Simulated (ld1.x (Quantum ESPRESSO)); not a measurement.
## Which change was made? (Te, RRKJ)

tellurium (Te), norm-conserving RRKJ (Kleinman–Bylander form), made with ld1.x (Quantum ESPRESSO) 7.5 (PBEsol, scalar-relativistic). Core [Kr], reference 4d10 5s1.75 5p4.25. Waves: 5p (bound): rc 1.85 bohr; 4d (bound): rc 1.00 bohr; 5s (bound): rc 1.35 bohr. Local part: the s channel. Core correction: Bessel-smoothed model core inside 0.95 bohr.

Cutoffs, loose and tight: the cutoffs (Ry, on a coarse ladder) from which the occupation-weighted sum of valence levels, in a spherical-Bessel basis at the reference potential, stays within 10 and 1 mRy of its value at 400 Ry. They do not see the model core or the augmentation charge, which bear on the density cutoff. Test errors are all-electron minus pseudo excitation energies from the reference, over the configurations 4d10 5s2 5p4; 4d10 5s2 5p3; 4d10 5s2 5p2; 4d9 5s2 5p5; 4d10 5s0 5p6; 4d10 5s1 5p4; 4d10 5s2 5p3.5; variants that change the core or the reference have their own tests.

The base gives: outcome: generated; cutoff, loose: 180 Ry; cutoff, tight: 300 Ry; bound ghosts: none; largest test error (meV): -235.

Problem. After one change the result is: outcome: failed: compute_phi: phi has nodes before r_c. Which change was it?
A. wave 5p (bound): rc 1.85 bohr becomes 5p (bound): rc 2.24 bohr
B. wave 5p (bound): rc 1.85 bohr becomes 5p (bound): rc 1.42 bohr
C. wave 4d (bound): rc 1.00 bohr becomes 4d (bound): rc 1.30 bohr

Solution. A. The others give: wave 4d (bound): rc 1.00 bohr becomes 4d (bound): rc 1.30 bohr → outcome: generated; cutoff, loose: 100 Ry; cutoff, tight: 200 Ry; bound ghosts: none; largest test error (meV): -213 | wave 5p (bound): rc 1.85 bohr becomes 5p (bound): rc 1.42 bohr → outcome: failed: compute_chi: n is too large.
